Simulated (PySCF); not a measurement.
# SiTe at LDA

Computed with LDA; PySCF, scalar-relativistic core potentials, basis sets Si def2-TZVPP, Te def2-TZVPP with ECP28.

* state: ¹Σ⁺ (singlet), closed shell
* bond length: 2.272 Å
* harmonic wavenumber: 481 cm⁻¹
* force constant: 3.14 mdyn/Å
* rotational constant Be: 0.1418 cm⁻¹
* anharmonicity ωexe: 1.20 cm⁻¹
* vibration–rotation constant αe: 0.000507 cm⁻¹
* well depth De to Si + Te: 5.75 eV
* dissociation energy D0: 5.72 eV
* HOMO–LUMO gap: 3.01 eV
* bond order (Mayer): 2.50
* dipole moment (positive dipole means Si(−)Te(+)): -0.66 D

Spin–orbit coupling is left out, which matters for elements this heavy, above all for dissociation energies.
